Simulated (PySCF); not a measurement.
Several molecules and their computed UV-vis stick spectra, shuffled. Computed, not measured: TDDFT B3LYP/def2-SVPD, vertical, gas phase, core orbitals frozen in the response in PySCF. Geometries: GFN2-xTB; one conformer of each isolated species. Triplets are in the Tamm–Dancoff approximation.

A. `COC(=O)C(=O)O[SiH3]`
B. `CCC1=C[C@H]1[SiH3]`
C. `NC1=CSN=C1F`
D. `C=CC(=O)[Si@H](F)CC`
E. `O=C(F)[C@H]1C[C@H]([SiH3])C1`

Lowest singlet levels (six at most, fewer where fewer were computed) with oscillator strengths:

1. 4.37 eV (f 0.000); 5.72 eV (f 0.008); 6.49 eV (f 0.038); 6.60 eV (f 0.017); 6.77 eV (f 0.004); 6.86 eV (f 0.085); T1 3.87 eV
2. 5.96 eV (f 0.005); 6.55 eV (f 0.009); 7.14 eV (f 0.006); 7.29 eV (f 0.030); 7.37 eV (f 0.014); 7.98 eV (f 0.027); T1 5.40 eV
3. 4.81 eV (f 0.124); 5.14 eV (f 0.000); 5.29 eV (f 0.002); 6.03 eV (f 0.046); 6.08 eV (f 0.006); 6.19 eV (f 0.005); T1 3.45 eV
4. 2.72 eV (f 0.002); 5.34 eV (f 0.144); 5.39 eV (f 0.131); 5.86 eV (f 0.011); 6.23 eV (f 0.003); 6.45 eV (f 0.002); T1 2.21 eV
5. 5.58 eV (f 0.053); 5.84 eV (f 0.001); 6.27 eV (f 0.016); 6.34 eV (f 0.013); 6.52 eV (f 0.007); 6.70 eV (f 0.100); T1 3.89 eV

Question: Match each spectrum to its molecule.

Answer: 1 = A, 2 = E, 3 = C, 4 = D, 5 = B.
- A: S1 at 4.37 eV, HOMO→LUMO (98%); Löwdin shares by element: HOMO oxygen 72% or more, carbon 14% or more; LUMO carbon 42% or more, oxygen 37% or more (atoms not listed hold the other 21%); HOMO -7.89 and LUMO -1.96 eV.
- B: S1 at 5.58 eV, HOMO→LUMO (95%); Löwdin shares by element: HOMO carbon 70% or more, silicon 10% (atoms not listed hold the other 20%); LUMO carbon 68% or more, hydrogen 8% or more (atoms not listed hold the other 24%); HOMO -6.39 and LUMO -0.14 eV.
- C: S1 at 4.81 eV, HOMO→LUMO (95%); Löwdin shares by element: HOMO carbon 28% or more, nitrogen 28% or more, sulfur 22% (atoms not listed hold the other 22%); LUMO carbon 36% or more, nitrogen 22% or more, sulfur 20% (atoms not listed hold the other 22%); HOMO -6.29 and LUMO -1.08 eV.
- D: S1 at 2.72 eV, HOMO→LUMO (99%); Löwdin shares by element: HOMO oxygen 50%, carbon 26% or more, silicon 11%; LUMO carbon 63% or more, oxygen 22% (atoms not listed hold the other 15%); HOMO -6.81 and LUMO -2.61 eV.
- E: S1 at 5.96 eV, HOMO-1→LUMO (70%), HOMO→LUMO (22%); Löwdin shares by element: HOMO carbon 46% or more, silicon 18% (atoms not listed hold the other 35%); LUMO carbon 44% or more, oxygen 30%, fluorine 9% (atoms not listed hold the other 17%); HOMO -8.32 and LUMO -0.95 eV.
